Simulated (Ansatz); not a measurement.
`C#[C][Sn]([F])([F])[Cl]` + HBr → `[F][Sn]([F])([Cl])[Br]` + `C#C` at 500 K and 1 bar (ligand exchange at the Sn–C bond).

Computed with Ansatz on PBE0-D4/def2-TZVP structures; ΔE is electronic, products minus reactants. CBS: MP2 limit from def2 TZ/QZ plus the TZ coupled-cluster correction, frozen cores. This one scheme is used for every species. def2 core potentials past Kr. For Br, Sn outer-core shells are correlated without core-valence functions, which leaves a few kJ/mol of doubt a bond. Scalar relativity is left out up to krypton.

| species | CCSD(T)/CBS energy (Eh) | H − E (kJ/mol) | S (J/(mol·K)) |
| --- | --- | --- | --- |
| `C#[C][Sn]([F])([F])[Cl]` | -950.14131 | 111.5 | 450.3 |
| HBr | -2573.91920 | 30.5 | 213.7 |
| `[F][Sn]([F])([Cl])[Br]` | -3446.86348 | 57.4 | 429.4 |
| `C#C` | -77.22717 | 90.7 | 225.3 |

H − E and S are ideal-gas, rigid-rotor, harmonic terms from PBE0-D4/def2-TZVP. 1 Eh = 2625.50 kJ/mol, R = 8.31446 J/(mol·K).

By hand: ΔE, ΔH, ΔS and ΔG.

ΔE = (-3446.86348) + (-77.22717) − (-950.14131) − (-2573.91920) = -0.03014 Eh = -79.1 kJ/mol. Δ(H − E) = 57.4 + 90.7 − 111.5 − 30.5 = 6.1, so ΔH = -73.0 kJ/mol. ΔS = 429.4 + 225.3 − 450.3 − 213.7 = -9.3 J/(mol·K). ΔG = -73.0 − 500 × (-9.3)/1000 = -68.3 kJ/mol.

By hand: the equilibrium constant, and the temperature at which ΔG would vanish if ΔH and ΔS stayed fixed.

log₁₀ K = −ΔG/(RT ln 10) = 7.1. ΔG = 0 at ΔH/ΔS = 7849 K, far beyond where these terms or the molecules hold.

The number of gas molecules stays the same, so ΔS is small and ΔH decides. A doubt of 5 kJ/mol in ΔE shifts log₁₀ K by 0.5 here. These are equilibria of isolated gas molecules and say nothing of rates. Largest T1 diagnostic: 0.014 (customary marks: 0.02 for closed shells, 0.045 for open ones).
